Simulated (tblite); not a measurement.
Start geometry of `COc1[c]cccc1S` [radical] from a force field or distance geometry (Å):
```
atom  x, y, z in Å
C1    -2.079    1.499   -0.750
O2    -1.639    0.163   -0.620
C3    -0.344    0.010   -0.130
C4     0.462    1.106    0.189
C5     1.754    0.901    0.685
C6     2.243   -0.391    0.830
C7     1.446   -1.481    0.501
C8     0.150   -1.286    0.026
S9    -0.831   -2.735   -0.378
H10   -1.482    2.052   -1.468
H11   -2.115    2.011    0.218
H12   -3.115    1.466   -1.132
H13    2.366    1.763    0.939
H14    3.261   -0.550    1.204
H15    1.838   -2.481    0.632
H16   -1.922   -2.039   -0.757
```

Problem. What comes out of this run: GFN2-xTB geometry optimisation, gas phase in tblite?

Solution. 
```
atom  x, y, z in Å
C1    -2.0799    1.4851   -0.7466
O2    -1.6387    0.1535   -0.6153
C3    -0.3694    0.0115   -0.1405
C4     0.4672    1.0374    0.1999
C5     1.7367    0.9082    0.6737
C6     2.2374   -0.3828    0.8294
C7     1.4405   -1.4641    0.5037
C8     0.1526   -1.2873    0.0248
S9    -0.8366   -2.6971   -0.3802
H10   -1.4447    2.0374   -1.4457
H11   -2.0693    1.9944    0.2218
H12   -3.0977    1.4349   -1.1291
H13    2.3393    1.7677    0.9216
H14    3.2395   -0.5314    1.2018
H15    1.8130   -2.4707    0.6179
H16   -1.8975   -1.9877   -0.7488
```

The energy falls by 3.5 kcal/mol over 21 L-BFGS steps, the largest force on an atom goes from 2.37 to 0.009 eV/Å, and the atoms move by 0.035 Å rms after alignment. The bond that changes most is C4–C5 (ends: carbon bonded to 2 C; carbon bonded to 2 C and H), which shortens by 0.038 Å. Bonds longer at the end by more than 0.005 Å: 2 of 16; shorter: 10. Among the angles that change most is C3–C4–C5, from 119.9° to 125.9°. Rotational constants go from 1589, 1545, 787.4 to 1630, 1560, 801.3 MHz. The orientation of the end geometry is arbitrary; only internal coordinates are fixed.

On Arm Neoverse V1, one thread, no GPU (shared host), this took 0.16 s wall.

Its GFN2-xTB frequencies are all real (lowest 77 cm⁻¹). 2 starts were optimised and ended at 0.00 and 1.98 kcal/mol (GFN2-xTB); the lowest of these is shown.

One conformer stands for the species.

The numbers are calculated, not measured.
